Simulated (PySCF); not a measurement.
## First hyperpolarisability: `[C-]#[N+]B1C=CC=CN1SC`, C6H7BN2S

Geometry:
```tsv
atom	x (Å)	y (Å)	z (Å)
C1	1.416	3.473	-0.523
N2	0.823	2.478	-0.312
B3	0.076	1.254	-0.090
C4	-1.331	1.008	-0.575
C5	-1.906	-0.211	-0.314
C6	-1.205	-1.228	0.388
C7	0.071	-1.015	0.829
N8	0.718	0.172	0.619
S9	2.310	0.332	1.293
C10	3.307	0.114	-0.190
H11	-1.904	1.764	-1.119
H12	-2.927	-0.430	-0.646
H13	-1.673	-2.193	0.588
H14	0.637	-1.773	1.375
H15	4.351	0.144	0.154
H16	3.142	0.935	-0.901
H17	3.112	-0.860	-0.660
```

Level of theory: PySCF, quadratic response CAM-B3LYP/aug-cc-pVDZ first hyperpolarisability, Taylor convention, gas phase. Geometry: PBE0-D3(BJ)/def2-SVP.

Question: What is the first hyperpolarisability, and how does it disperse?

Answer: In au, Taylor convention; the vector part is βᵢ = ⅓ Σⱼ (βᵢⱼⱼ + βⱼᵢⱼ + βⱼⱼᵢ); β∥ is 3/5 of the vector part along the dipole, the dipole points from − to +:
| process | λ (nm) | β vector norm | β∥ | β HRS | depolarisation ratio |
| --- | --- | --- | --- | --- | --- |
| static β(0;0,0) | ∞ | 204.7 | 118.2 | 84.0 | 5.14 |
| second harmonic β(−2ω;ω,ω) | 1907 | 223.6 | 129.7 | 92.4 | 4.90 |
| Pockels β(−ω;ω,0) | 1907 | 210.6 | 121.8 | – | – |
| second harmonic β(−2ω;ω,ω) | 1064 | 278.6 | 163.0 | 117.0 | 4.33 |
| Pockels β(−ω;ω,0) | 1064 | 225.0 | 130.6 | – | – |

Question: Which lowest excitations, dipole and polarisabilities go with it?

Answer: S1 4.74 eV (f = 0.166); S2 5.02 eV (f = 0.011); S3 5.42 eV (f = 0.004); dipole 4.34 D; isotropic α 119.2 au static, 119.8 au at 1907 nm, 120.9 au at 1064 nm, 121.3 au at 953.5 nm, 126.6 au at 532 nm.
